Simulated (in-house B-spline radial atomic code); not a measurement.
A run on neutral erbium (an excited or competing configuration) that did not converge. Method: scalar-relativistic (X2C) wB97X, spin-polarised, spherical fractional occupations, Fermi nucleus of rms radius 5.2516 fm; computed with an all-electron radial atomic-structure program (B-spline basis).

Command:
```bash
python run_scf.py task.json out
```
Settings (nuclear radius in fm, mass in u):
```
Z                68
configuration    [Xe] 4f11 6s2 7f1
hamiltonian      x2c
method           wb97x
spin_polarised   True
nucleus          fermi
rms_radius       5.2516
atomic_mass      165.9303
speed_of_light   137.035999084
```

First and last ten iterations of the last attempt (damped for 15 steps, keeping 80 % of the old Fock matrix, then DIIS):
```
 iter        energy (Eh)    residual
    1      -13085.129732    5.06e-01
    2      -13085.172132    2.16e-01
    3      -13085.861040    1.12e-01
    4      -13086.033792    5.81e-02
    5      -13086.074863    3.25e-02
    6      -13086.085600    2.10e-02
    7      -13086.089145    1.42e-02
    8      -13086.090551    9.91e-03
    9      -13086.091198    7.08e-03
   10      -13086.091401    5.13e-03
  111      -13086.092526    9.43e-04
  112      -13086.092528    5.24e-04
  113      -13086.092043    4.11e-04
  114      -13086.091917    5.13e-04
  115      -13086.091976    6.56e-04
  116      -13086.091896    4.86e-04
  117      -13086.091873    6.01e-04
  118      -13086.092063    7.16e-04
  119      -13086.091736    9.59e-04
  120      -13086.091957    5.67e-04
 not converged after 120 iterations
```

The smallest residual met was 2.7e-04; the threshold is about 7e-07. No energy from this run should be used. Time taken, with all properties: 76 s on 1 thread of Arm Neoverse V2 (shared host).
